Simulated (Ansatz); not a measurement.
Species: sum formula BH2S3, net charge -1, singlet state. It need not be the lowest isomer of its formula. Whether it binds its extra electron was not tested at this geometry. 
Structure (B3LYP-D3(BJ)/def2-TZVP (Ansatz, an electronic-structure program) minimum search):
```
B
S 1 1.7265
S 1 1.8751 2 121.23
H 3 1.3471 1 101.52 2 -180.00
S 1 1.8751 2 121.23 3 -180.00
H 5 1.3471 1 101.52 2 180.00
```
Charge -1, spin multiplicity 1.

Basis-set convergence of Hartree-Fock and CCSD correlation energies (hartree) with Ansatz. Cores are frozen in the correlated levels unless marked. Spin-orbit coupling is left out. Non-relativistic. This anion needs diffuse functions, which these sets lack.

| basis | functions | E(HF) | E(corr, CCSD) |
|---|---|---|---|
| cc-pV(D+d)Z | 93 | -1218.58502 | -0.53793 |
| cc-pV(T+d)Z | 175 | -1218.63593 | -0.68593 |
| cc-pV(Q+d)Z | 307 | -1218.65003 | -0.73333 |
| cc-pV(5+d)Z | 501 | … | … |

**Question.** Complete the blanks.

**Answer.** 
- cc-pV(5+d)Z, E(HF): -1218.65284
- cc-pV(5+d)Z, E(corr, CCSD): -0.74893
